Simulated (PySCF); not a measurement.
**Calculated properties of `CC(=O)O[SiH2]Cl`**

Species: C2H5ClO2Si.
Atom-mapped SMILES: `[CH3:1][C:2](=[O:3])[O:4][SiH2:5][Cl:6]` (hydrogens: H7, H8, H9 on C1; H10, H11 on Si5)

GFN2-xTB geometry:

| Item | Value |
| --- | --- |
| Point group of the GFN2-xTB geometry | Cs |
| Rotational constants A, B, C of the GFN2-xTB geometry | 6.313, 1.152, 0.992 GHz |

From PBE0/def2-SVPD ground state and vertical TDDFT (core frozen in the response) (PySCF):

| Item | Value |
| --- | --- |
| Dipole moment | 1.35 D |
| HOMO energy | -8.42 eV |
| LUMO energy | -0.24 eV |
| HOMO–LUMO gap | 8.18 eV |
| Lowest singlet excitation | 5.84 eV (212 nm, f = 0.001) |
| Strongest line among the 6 lowest singlet transitions | S5 at 7.97 eV (156 nm, f = 0.051) |
| Lowest triplet excitation (Tamm–Dancoff) | 5.28 eV |
| Static isotropic polarisability | 67.7 au |
| Electronic spatial extent ⟨r²⟩ about the centre of nuclear charge | 1096 bohr² |

**PBE0/pcSseg-1 ground state and GIAO shieldings, non-relativistic (PySCF)**

| Property | Result |
| --- | --- |
| Lowest Hirshfeld atomic charge | -0.25 e on O3 |
| Highest Hirshfeld atomic charge | +0.40 e on Si5 |
| 13C chemical shifts (computed TMS as zero) by class | 175.8 (C2), 24.1 (C1) ppm |
| 1H chemical shifts (computed TMS as zero) by class | 5.54 (H10/H11), 2.18 (H7/H8/H9) ppm |
| Isotropic shieldings of nuclei other than C and H, by class | -141 (O3), 121 (O4), 363 (Si5), 965 (Cl6) ppm |
| Mayer bond orders between heavy atoms | C1–C2 1.00, C2–O3 1.97, C2–O4 1.05, O4–Si5 0.86, Si5–Cl6 1.03 |

Monoisotopic mass from the formula: 123.9747 u.

The largest Löwdin shares of the HOMO are 0.66 on O3, 0.10 on O4, 0.08 on C1 and 0.08 on C2. No computed singlet falls in the visible range (750 to 380 nm, 1.65 to 3.26 eV); S1 lies 2.58 eV above its blue end. The rotational constants make it an asymmetric top with κ = (2B − A − C)/(A − C) = -0.94, nearer the prolate limit (−1).

One conformer (not necessarily the lowest) at the GFN2-xTB geometry, without solvent or vibrations. NMR classes are plain means over equivalent atoms (diastereotopic ones count apart unless rotation or inversion swaps them), as if these changed places fast; in this geometry the members of some classes differ.

The values belong to the conformer `[CH3:1][C:2](=[O:3])[O:4][SiH2:5][Cl:6]`: C1–C2–O4–Si5 180°, C2–O4–Si5–Cl6 180°.
